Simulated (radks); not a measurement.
Question: All-electron atom: Eu+ in [Xe] 4f7 6s1. Calculated with a radial shooting solver on a logarithmic mesh with Libxc functionals: Dirac Kohn-Sham, BLYP, spin-unpolarised, spherical densities, point nucleus; open shells are shared between the two j in proportion to 2j + 1. Some entries of the table are withheld. Estimate them.

orbital,occ.,eigenvalue (eV),<r^2> (bohr^2),<1/r> (bohr^-1)
1s1/2,2,-48333.89,0.0006791,70.25
2s1/2,2,-7938.169,0.01062,16.73
2p1/2,2,-7531.245,(1),16.70
2p3/2,4,-6882.938,(2),14.82
3s1/2,2,-1751.227,0.07107,6.087
3p1/2,2,-1575.552,0.06632,6.002
3p3/2,4,-1443.417,0.07346,5.527
3d3/2,4,-1139.463,0.05886,5.404
3d5/2,6,-1110.709,0.06086,5.285
4s1/2,2,-352.2863,0.3618,2.540
4p1/2,2,-284.4598,0.3818,2.433
4p3/2,4,-255.2690,0.4214,2.272
4d3/2,4,-143.6613,0.4881,2.051
4d5/2,6,-138.4261,0.5039,2.011
5s1/2,2,-50.6449,2.148,0.9645
5p1/2,2,-32.4736,(3),0.8442
5p3/2,4,-28.6593,(4),0.7861
4f5/2,3,(5),1.270,1.420
6s1/2,1,-8.5625,16.59,0.3277
4f7/2,4,(6),1.333,1.400
5d3/2,0,-7.2113,9.391,0.4670
5d5/2,0,-6.9780,9.881,0.4544
6p1/2,0,-5.5707,25.66,0.2622
6p3/2,0,-5.2253,28.30,0.2493

Answer: 
(1) 2p1/2 <r^2> (bohr^2): 0.007723
(2) 2p3/2 <r^2> (bohr^2): 0.008961
(3) 5p1/2 <r^2> (bohr^2): 2.773
(4) 5p3/2 <r^2> (bohr^2): 3.140
(5) 4f5/2 eigenvalue (eV): -9.0595
(6) 4f7/2 eigenvalue (eV): -8.4419
